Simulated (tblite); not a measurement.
C₆H₁₃NSi.
Numbering: `[CH3:1][C:2]1=[CH:3][SiH2:4][C@@H:5]([CH3:6])[NH:7][CH2:8]1` (hydrogens: H9, H10, H11 on C1; H12 on C3; H13, H14 on Si4; H15 on C5; H16, H17, H18 on C6; H19 on N7; H20, H21 on C8)

Computed with GFN2-xTB (tblite), gas phase: L-BFGS steps from a force-field or distance-geometry start until the largest atomic force falls under 0.01 eV/Å.

Step 5: E = -655.6132 eV
```
atom  x, y, z in Å  |  force x, y, z in eV/Å
C1     -3.0251   -0.2397    0.4190    0.014   0.006   0.008
C2     -1.5327   -0.2610    0.2949    0.091  -0.010  -0.058
C3     -0.8211   -1.3827    0.3963   -0.080   0.026   0.020
Si4     1.0433   -1.4450    0.3237   -0.054  -0.017  -0.055
C5      1.4681    0.4151    0.2396   -0.036   0.014   0.040
C6      2.8402    0.7002   -0.3613   -0.027   0.008   0.014
N7      0.4344    1.1328   -0.5119    0.009  -0.007  -0.034
C8     -0.8995    1.0961    0.0495    0.074   0.035   0.000
H9     -3.3186    0.4196    1.2337   -0.039   0.056   0.015
H10    -3.4101   -1.2351    0.6209   -0.020  -0.038   0.011
H11    -3.4839    0.1321   -0.4964    0.004   0.031  -0.011
H12    -1.3418   -2.3181    0.5583   -0.101   0.024   0.007
H13     1.4569   -2.1395   -0.9017    0.082  -0.005  -0.024
H14     1.5959   -2.0880    1.5155    0.062  -0.024   0.038
H15     1.4457    0.8369    1.2486    0.004   0.076   0.092
H16     2.8944    0.3281   -1.3812   -0.018   0.003  -0.050
H17     3.6123    0.2002    0.2207   -0.043   0.023   0.007
H18     3.0494    1.7676   -0.3736   -0.034   0.025  -0.013
H19     0.3992    0.7636   -1.4552    0.063  -0.039  -0.131
H20    -1.5423    1.6791   -0.6227    0.011  -0.101  -0.009
H21    -0.8736    1.6548    0.9931    0.038  -0.085   0.133
```

Step 6: E = -655.6166 eV
```
atom  x, y, z in Å  |  force x, y, z in eV/Å
C1     -3.0247   -0.2393    0.4196   -0.002   0.013   0.002
C2     -1.5310   -0.2613    0.2945   -0.048   0.085  -0.047
C3     -0.8214   -1.3810    0.3971   -0.033  -0.104   0.016
Si4     1.0424   -1.4450    0.3212   -0.012  -0.052   0.025
C5      1.4681    0.4144    0.2408   -0.040   0.040   0.026
C6      2.8390    0.7012   -0.3617   -0.018   0.003   0.006
N7      0.4341    1.1303   -0.5109    0.040   0.007  -0.095
C8     -0.8988    1.0941    0.0500    0.096   0.022  -0.005
H9     -3.3201    0.4229    1.2334   -0.015   0.008  -0.014
H10    -3.4093   -1.2369    0.6210   -0.010   0.025   0.005
H11    -3.4840    0.1343   -0.4966    0.025   0.002   0.022
H12    -1.3481   -2.3129    0.5579   -0.076  -0.008   0.014
H13     1.4607   -2.1394   -0.9020    0.075  -0.005  -0.032
H14     1.5981   -2.0882    1.5157    0.036  -0.001  -0.009
H15     1.4446    0.8407    1.2480    0.011   0.052   0.100
H16     2.8927    0.3282   -1.3823   -0.016   0.016  -0.018
H17     3.6095    0.2002    0.2219   -0.033   0.035  -0.007
H18     3.0475    1.7696   -0.3742   -0.036  -0.008  -0.012
H19     0.4031    0.7633   -1.4560    0.045  -0.029  -0.098
H20    -1.5411    1.6738   -0.6230   -0.012  -0.052  -0.013
H21    -0.8700    1.6479    0.9956    0.023  -0.049   0.133
```

Step 7: E = -655.6195 eV
```
atom  x, y, z in Å  |  force x, y, z in eV/Å
C1     -3.0244   -0.2387    0.4201   -0.012   0.022  -0.005
C2     -1.5297   -0.2608    0.2932   -0.119   0.101  -0.016
C3     -0.8227   -1.3805    0.3980   -0.001  -0.154   0.004
Si4     1.0411   -1.4459    0.3194    0.021  -0.057   0.078
C5      1.4673    0.4147    0.2427   -0.026   0.042   0.009
C6      2.8373    0.7022   -0.3621   -0.015  -0.001   0.002
N7      0.4347    1.1282   -0.5121    0.054   0.021  -0.099
C8     -0.8965    1.0930    0.0505    0.077   0.002  -0.010
H9     -3.3217    0.4260    1.2330    0.007  -0.029  -0.034
H10    -3.4089   -1.2379    0.6212    0.003   0.077   0.000
H11    -3.4836    0.1364   -0.4965    0.032  -0.018   0.037
H12    -1.3553   -2.3089    0.5578   -0.056  -0.036   0.019
H13     1.4656   -2.1395   -0.9030    0.061   0.004  -0.024
H14     1.6008   -2.0885    1.5157    0.013   0.015  -0.045
H15     1.4438    0.8451    1.2494    0.009   0.022   0.065
H16     2.8909    0.3285   -1.3835   -0.019   0.025   0.017
H17     3.6065    0.2009    0.2228   -0.016   0.039  -0.016
H18     3.0451    1.7713   -0.3750   -0.037  -0.030  -0.012
H19     0.4074    0.7623   -1.4587    0.027  -0.021  -0.053
H20    -1.5403    1.6681   -0.6235   -0.022   0.003  -0.003
H21    -0.8663    1.6409    1.0004    0.020  -0.028   0.085
```

Step 8: E = -655.6217 eV
```
atom  x, y, z in Å  |  force x, y, z in eV/Å
C1     -3.0243   -0.2376    0.4205   -0.006   0.027  -0.010
C2     -1.5295   -0.2599    0.2918   -0.093   0.045   0.015
C3     -0.8247   -1.3816    0.3987    0.003  -0.121  -0.012
Si4     1.0402   -1.4476    0.3191    0.025  -0.031   0.077
C5      1.4661    0.4157    0.2446   -0.007   0.021  -0.004
C6      2.8354    0.7029   -0.3623   -0.014  -0.004   0.004
N7      0.4362    1.1271   -0.5149    0.040   0.025  -0.066
C8     -0.8933    1.0926    0.0508    0.029  -0.015  -0.012
H9     -3.3230    0.4281    1.2322    0.018  -0.037  -0.030
H10    -3.4086   -1.2374    0.6214    0.006   0.093  -0.001
H11    -3.4828    0.1378   -0.4959    0.021  -0.020   0.024
H12    -1.3625   -2.3067    0.5582   -0.039  -0.054   0.021
H13     1.4709   -2.1394   -0.9041    0.044   0.019   0.000
H14     1.6035   -2.0886    1.5152    0.004   0.015  -0.050
H15     1.4434    0.8491    1.2519    0.000  -0.004   0.009
H16     2.8891    0.3294   -1.3844   -0.023   0.025   0.037
H17     3.6038    0.2023    0.2232    0.006   0.034  -0.016
H18     3.0424    1.7722   -0.3759   -0.035  -0.031  -0.010
H19     0.4115    0.7610   -1.4624    0.012  -0.014  -0.005
H20    -1.5399    1.6634   -0.6238   -0.016   0.047   0.018
H21    -0.8628    1.6344    1.0059    0.025  -0.020   0.012
```

**Question.** Estimate the geometry and energy of step 9. (The exact step hangs on the optimiser's Hessian estimate; all steps are aligned on step 8, rigid shifts and turns removed.)

**Answer.** E = -655.6229 eV, largest force 0.070 eV/Å
```
atom  x, y, z in Å  |  force x, y, z in eV/Å
C1     -3.0244   -0.2366    0.4206    0.008   0.025  -0.011
C2     -1.5301   -0.2596    0.2913   -0.021  -0.017   0.023
C3     -0.8263   -1.3834    0.3987   -0.009  -0.059  -0.018
Si4     1.0400   -1.4490    0.3201    0.004   0.001   0.037
C5      1.4654    0.4165    0.2455    0.000  -0.003  -0.008
C6      2.8341    0.7031   -0.3622   -0.012  -0.004   0.009
N7      0.4376    1.1271   -0.5174    0.012   0.018  -0.020
C8     -0.8911    1.0924    0.0506   -0.007  -0.022  -0.014
H9     -3.3235    0.4286    1.2314    0.015  -0.018  -0.010
H10    -3.4085   -1.2356    0.6215   -0.003   0.069   0.003
H11    -3.4821    0.1382   -0.4953    0.006  -0.008  -0.004
H12    -1.3669   -2.3068    0.5589   -0.027  -0.054   0.019
H13     1.4745   -2.1389   -0.9047    0.032   0.030   0.022
H14     1.6052   -2.0885    1.5143    0.010   0.004  -0.029
H15     1.4432    0.8511    1.2535   -0.008  -0.015  -0.026
H16     2.8877    0.3302   -1.3842   -0.025   0.015   0.033
H17     3.6026    0.2036    0.2232    0.021   0.025  -0.010
H18     3.0404    1.7721   -0.3766   -0.031  -0.015  -0.008
H19     0.4138    0.7599   -1.4649    0.006  -0.014   0.014
H20    -1.5399    1.6618   -0.6235   -0.004   0.061   0.034
H21    -0.8606    1.6308    1.0091    0.032  -0.020  -0.036
```

The energy changes by -0.0012 eV. The first-order estimate −F·Δx gives -0.0017 eV and the mean of the old and new forces, exact on a quadratic surface, -0.0012 eV. The step makes an angle of 58° with the force vector and moves no atom by more than 0.005 Å.

What follows is the cost of the whole relaxation. On Arm Neoverse N1, one thread (shared host), this took 0.84 s wall.
